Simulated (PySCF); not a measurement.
# How methods differ on the excitation energy of Mg

Mg [Ne] 3s2 (1S) → Mg [Ne] 3s1 4s1 (3S), as a difference of total energies. Computed with PySCF 2.14 in aug-cc-pCVDZ, with no relativity, point nucleus. Correlated levels: valence: [Ne] frozen. The calculations carry no spin-orbit coupling.

```
           method  excitation energy (eV)  error (eV)
              UHF                   4.243      -0.865
    MP2 (valence)                   4.782      -0.326
SCS-MP2 (valence)                   4.935      -0.173
   CCSD (valence)                   5.027      -0.081
```

Reference: 5.108 eV (measured; NIST levels).

Errors of the correlated levels include the incompleteness of this basis and the frozen core.

With two correlated electrons CCSD is exact in that space.
